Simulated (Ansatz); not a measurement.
Stepwise reaction of `[NH]=[V]([NH2])([NH2])[NH2]` with hydrogen chloride, as a gas-phase model of exchange steps in deposition or etching. ΔE in kJ/mol.

Computed with Ansatz on PBE0-D4/def2-TZVP structures; ΔE is electronic, products minus reactants. CBS: MP2 limit from def2 TZ/QZ plus the TZ coupled-cluster correction, frozen cores. This one scheme is used for every species. DFT in def2-TZVPP. B3LYP here is the variant with VWN-RPA as its local correlation; programs differ in this. For V outer-core shells are correlated without core-valence functions, which leaves a few kJ/mol of doubt a bond. Scalar relativity is left out up to krypton. One conformer a species, not always the lowest.

```csv
step,reaction,PBE-D4,B3LYP-D4,ωB97M-V,CCSD(T)/CBS
1,`[NH]=[V]([NH2])([NH2])[NH2]` + HCl → `[NH]=[V]([NH2])([NH2])[Cl]` + NH₃,-99.2,-98.9,-97.6,-96.6
2,`[NH]=[V]([NH2])([NH2])[Cl]` + HCl → `[NH]=[V]([NH2])([Cl])[Cl]` + NH₃,-75.5,-75.1,-73.5,-73.9
3,`[NH]=[V]([NH2])([Cl])[Cl]` + HCl → `[NH]=[V]([Cl])([Cl])[Cl]` + NH₃,-46.5,-44.6,-40.4,-39.4
```

By hand: ΔE of the 3 steps together at CCSD(T)/CBS.

(-96.6) + (-73.9) + (-39.4) = -209.9 kJ/mol, or -70.0 kJ/mol a step.

In ΔE each step is higher than the one before. All are downhill at CCSD(T)/CBS. PBE-D4 differs from CCSD(T)/CBS by -7.1 to -1.6 kJ/mol a step. Isolated molecules leave out the surface, adducts and barriers. Largest T1 diagnostic: 0.032.
